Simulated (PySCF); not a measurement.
From one molecule to another.

First species: C6H11N3.
Numbering: `[CH3:1][c:2]1[cH:3][n:4][n:5]([CH:6]([CH3:7])[CH3:8])[n:9]1` (hydrogens: H10, H11, H12 on C1; H13 on C3; H14 on C6; H15, H16, H17 on C7; H18, H19, H20 on C8)

Second species: C7H9NO2.
Structure used (GFN2-xTB), in Å, numbered top down from 1:
```xyz
19
C7H9NO2 angstrom
C     -1.209    0.480   -1.223
C     -0.759   -0.487   -0.120
C     -1.492   -0.200    1.196
C     -1.098   -1.836   -0.539
N     -1.371   -2.896   -0.867
C      0.769   -0.441    0.069
C      1.342    0.892    0.451
O      0.733    1.901    0.703
C      2.873    0.901    0.512
O      3.564   -0.057    0.320
H     -0.688    0.271   -2.155
H     -1.002    1.503   -0.922
H     -2.279    0.380   -1.397
H     -1.269    0.808    1.531
H     -2.567   -0.289    1.053
H     -1.190   -0.906    1.967
H      1.276   -0.762   -0.847
H      1.076   -1.151    0.845
H      3.280    1.899    0.755
```

Levels: PBE0/pcSseg-1 for dipole moment, HOMO energy, LUMO energy and HOMO–LUMO gap; GFN2-xTB for rotational constant A and rotational constant C. Geometries: GFN2-xTB. All species are isolated and taken at one optimised geometry, non-relativistic unless stated. Electronic properties by PySCF.

The conformers computed, where there is a choice (atom-mapped SMILES and torsion angles):
- `[CH3:1][c:2]1[cH:3][n:4][n:5]([CH:6]([CH3:7])[CH3:8])[n:9]1`: N4–N5–C6–C7 -60°
- `[CH3:1][C:2]([CH3:3])([C:4]#[N:5])[CH2:6][C:7](=[O:8])[CH:9]=[O:10]`: C1–C2–C6–C7 60°, C2–C6–C7–O8 5°, C6–C7–C9–O10 -2°

Values for the first species:

| Item | Value |
| --- | --- |
| Dipole moment | 0.23 D |
| HOMO energy | -7.12 eV |
| LUMO energy | 0.28 eV |
| HOMO–LUMO gap | 7.40 eV |
| Rotational constant A | 3.996 GHz |
| Rotational constant C | 0.982 GHz |

Problem. Estimate the same properties for the second species, and the change in each.

Solution. 
```tsv
property	first	second	second less first
dipole moment	0.23 D	3.35 D	+3.12 D
HOMO energy	-7.12 eV	-7.87 eV	-0.75 eV
LUMO energy	0.28 eV	-3.19 eV	-3.47 eV
HOMO–LUMO gap	7.40 eV	4.68 eV	-2.72 eV
rotational constant A	3.996 GHz	2.196 GHz	-1.800 GHz
rotational constant C	0.982 GHz	0.703 GHz	-0.279 GHz
```

On the first: The dipole equals about 0.8 × 10⁻³⁰ C·m (1 D = 3.33564 × 10⁻³⁰ C·m).

On the second: In atomic units the dipole is 1.32 e·bohr (1 au = 2.5417 D).
